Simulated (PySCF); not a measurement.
H2MoO4, SMILES [O]=[Mo](=[O])([OH])[OH], multiplicity 1.

The structure is a stationary point at PBE-D3(BJ)/def2-SVP. A frequency run showed that this geometry is not a minimum. The multiplicity is an assumed one; other spin states were not compared. The isomer is the one that the SMILES or the coordinates give; other isomers of the formula were not compared. The def2 effective core potentials stand for the cores of Mo; spin–orbit coupling is left out. Other conformers were not sampled.

Method: PBE-D3(BJ)/def2-SVP in PySCF.

Frequencies are harmonic and unscaled.

Computed harmonic wavenumbers and intensities:
| mode | ν (cm⁻¹) | IR (km/mol) | moving atoms (share of kinetic energy) |
|---|---|---|---|
| 1 | 155i | 0.0 | H 92 %, O 8 % |
| 2 | 42 | 305.0 | H 95 % |
| 3 | 199 | 4.6 | O 75 %, H 15 %, Mo 10 % |
| 4 | 229 | 8.0 | O 75 %, Mo 22 % |
| 5 | 248 | 0.0 | O 100 % |
| 6 | 250 | 37.6 | O 68 %, Mo 17 %, H 15 % |
| 7 | 357 | 0.3 | O 92 %, Mo 8 % |
| 8 | 518 | 129.1 | H 62 %, O 38 % |
| 9 | 573 | 206.6 | H 81 %, O 17 % |
| 10 | 714 | 51.0 | O 82 %, Mo 10 % |
| 11 | 761 | 77.3 | O 57 %, Mo 24 %, H 19 % |
| 12 | 985 | 171.3 | O 81 %, Mo 18 % |
| 13 | 1002 | 90.4 | O 88 %, Mo 12 % |
| 14 | 3753 | 445.9 | H 94 % |
| 15 | 3757 | 5.3 | H 94 % |
